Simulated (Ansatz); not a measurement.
Consider the isomerisation: `BC1=NCN1C` → `BN/C=N/C=C`.

Isolated molecules relaxed with PBE0-D4/def2-TZVP in Ansatz; ΔE leaves out vibrations. CBS: MP2 limit from def2 TZ/QZ plus the TZ coupled-cluster correction, frozen cores. DFT in def2-TZVPP. B3LYP here is the variant with VWN-RPA as its local correlation; programs differ in this. Each species was taken in one conformer, which may not be the lowest.

```csv
level,ΔE (kJ/mol),difference from CCSD(T)/CBS
PBE-D4,-196.5,6.2
PBE0-D4,-195.9,6.8
B3LYP-D4,-217.2,-14.5
ωB97M-V,-204.3,-1.6
B2PLYP,-212.7,-10.0
PBE,-198.1,4.6
r2SCAN,-206.6,-3.9
PBE0,-197.3,5.4
HF/def2-TZVPP,-225.4,-22.7
SCS-MP2/def2-TZVPP,-197.7,5.0
CCSD(T)/def2-TZVPP,-201.7,1.0
HF/def2-QZVPP,-225.4,-22.7
MP2/def2-QZVPP,-198.8,3.9
HF/CBS(def2),-225.4,-22.7
MP2/CBS(def2),-199.2,3.5
CCSD/CBS(def2),-204.8,-2.1
CCSD(T)/CBS,-202.7,0
```

Largest T1 diagnostic among the species: 0.015.

In def2-TZVPP, CCSD(T) changes the Hartree–Fock value by +23.6 kJ/mol (the triples alone add +2.1 kJ/mol) and MP2 by +27.1 kJ/mol.
